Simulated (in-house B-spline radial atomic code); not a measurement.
# Re+: [Xe] 4f14 5d5 6s1

Method: Dirac-Kohn-Sham relativistic LDA, spherical fractional occupations, Fermi nucleus of rms radius 5.3698 fm. Calculated with an all-electron radial atomic-structure program (B-spline basis).

Screening seen three ways: the hydrogenic charge with the same mean radius, Z_r = [3n² - l(l+1)]/(2<r>), the one with the same energy, Z_e = n√(-2ε), and Slater's rules. Values are occupation-weighted means over j. An effective charge above Z reflects the relativistic contraction of the inner shells.

| shell | electrons | ε (eV) | <r> (bohr) | Z_r | Z_e | Slater |
| --- | --- | --- | --- | --- | --- | --- |
| 1s | 2 | -71041 | 0.01812 | 82.77 | 72.26 | 74.70 |
| 2s | 2 | -12331 | 0.07589 | 79.06 | 60.21 | 70.85 |
| 2p | 6 | -10865 | 0.06804 | 73.49 | 56.52 | 70.85 |
| 3s | 2 | -2861.9 | 0.1976 | 68.31 | 43.51 | 63.75 |
| 3p | 6 | -2422 | 0.1974 | 63.32 | 40.03 | 63.75 |
| 3d | 10 | -1882 | 0.1795 | 58.49 | 35.28 | 53.85 |
| 4s | 2 | -602.52 | 0.4418 | 54.32 | 26.62 | 47.25 |
| 4p | 6 | -456.29 | 0.4684 | 49.11 | 23.16 | 47.25 |
| 4d | 10 | -262.16 | 0.5009 | 41.93 | 17.56 | 35.85 |
| 5s | 2 | -92.684 | 1.039 | 36.11 | 13.05 | 17.35 |
| 5p | 6 | -55.539 | 1.207 | 30.24 | 10.10 | 17.35 |
| 4f | 14 | -50.559 | 0.5808 | 30.99 | 7.71 | 24.45 |
| 5d | 5 | -13.239 | 1.854 | 18.61 | 4.93 | 5.60 |
| 6s | 1 | -12.944 | 2.855 | 18.92 | 5.85 | 3.95 |

The least bound orbital is 5d5/2 at -12.87 eV, while the most diffuse is 6s1/2 (<r> = 2.855 bohr against 1.881 bohr): energy order and size order differ.

Spin-orbit splittings of the orbital energies (j = l + 1/2 above j = l - 1/2 when positive): 2p 1421 eV, 3p 308.9 eV, 3d 67.45 eV, 4p 72.33 eV, 4d 13.44 eV, 5p 10.98 eV, 4f 2.515 eV, 5d 0.9335 eV.

For the 1s electron the small component carries 7.96 % of the norm, the zero-frequency Breit interaction raises the level by 251.9 eV, self-energy by 158.2 eV, and vacuum polarisation lowers it by 30.34 eV.
